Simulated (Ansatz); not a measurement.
The cluster Ga2O2. Charge 0, multiplicity 1. Geometry PBE-D4/def2-SVP, basis def2-TZVP, Ansatz.

```
atom    x (Å)    y (Å)    z (Å)
 Ga1  -0.9051  -1.3350   0.8492
 Ga2   0.3338   1.5726  -0.8590
  O3   0.4189   0.2301   0.6952
  O4   0.1524  -0.4676  -0.6853
```

```tsv
run	HOMO (eV)	LUMO (eV)
A	-5.64	-2.25
B	-6.04	-1.99
C	-6.78	-1.46
D	-6.88	-1.23
E	-6.57	-1.55
```

B3LYP takes the VWN-RPA correlation. The structure holds 1 bond(s) between oxygen atoms. Another isomer (singlet) lies 1.65 eV lower at PBE0-D4/def2-TZVP; other spin states weren't run for this one.

Q: The runs used B3LYP, PBE, PBE0, r2SCAN, r2SCANh. Estimate which is which.

A: A PBE (0 % exact exchange); B r2SCAN (0 % exact exchange); C B3LYP (20 % exact exchange); D PBE0 (25 % exact exchange); E r2SCANh (10 % exact exchange). Exact exchange lowers occupied and raises empty levels; among semilocal functionals meta-GGAs tend to open the gap a little, and such runs are hard to tell apart. The gap grows from 3.39 eV (PBE) to 5.65 eV (PBE0). The restricted singlet is unstable towards broken spin symmetry in Hartree–Fock (as tested in another run); at PBE-D4/def2-TZVP, r2SCAN-D4/def2-TZVP, B3LYP-D4/def2-TZVP, PBE0-D4/def2-TZVP and others this wasn't settled.
